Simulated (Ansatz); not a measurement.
Reaction (isomerisation): `F[C]1([GeH3])O[SiH2]1` → `F[C@H]1O[Si@H]1[GeH3]`

Isolated molecules relaxed with PBE0-D4/def2-TZVP in Ansatz; ΔE leaves out vibrations. CCSD(T)/CBS is the MP2 limit (def2-TZVPP, def2-QZVPP) plus CCSD(T) − MP2 in def2-TZVPP, frozen cores. Functionals use def2-TZVPP. B3LYP here is the variant with VWN-RPA as its local correlation; programs differ in this. For Ge outer-core shells are correlated without core-valence functions, which leaves a few kJ/mol of doubt a bond. Scalar relativity is left out up to krypton.

```
             level  ΔE (kJ/mol)  difference from CCSD(T)/CBS
       LDA (SPW92)        -49.4                         -8.2
         r2SCAN-D4        -46.4                         -5.2
           PBE0-D4        -51.3                        -10.1
          B3LYP-D4        -43.6                         -2.4
        r2SCANh-D4        -47.3                         -6.1
      CAM-B3LYP-D4        -41.7                         -0.5
           ωB97X-V        -42.4                         -1.2
              PBE0        -52.3                        -11.1
           r2SCANh        -47.5                         -6.3
SCS-MP2/def2-TZVPP        -36.2                          5.0
       CCSD(T)/CBS        -41.2                            0
```

Problem. What do rigid-rotor, harmonic-oscillator terms from PBE0-D4/def2-TZVP frequencies (298.15 K, 1 bar) make of the CCSD(T)/CBS value? (Best estimate.)

Solution. The calculation gave: ΔZPE = +8.3 kJ/mol, ΔH = -32.5 kJ/mol, ΔS = 11 J/(mol·K), ΔG = -35.7 kJ/mol.

Largest T1 diagnostic among the species: 0.015.

Leaving LDA and LC-ωPBE aside and taking each functional with its dispersion term where it has one, the values, not all of them listed here, spread over 10.2 kJ/mol, from HSE06-D4 to ωB97M-V. At CCSD(T), def2-SVP lies +4.6 kJ/mol from the extrapolated value and def2-TZVPP +0.6 kJ/mol. In def2-TZVPP, CCSD(T) changes the Hartree–Fock value by +3.2 kJ/mol (the triples alone add +1.1 kJ/mol) and MP2 by +6.4 kJ/mol.

CCSD(T)/CBS has its own doubt, a few kJ/mol and more with outer-core shells, so smaller differences from it don't rank the levels.
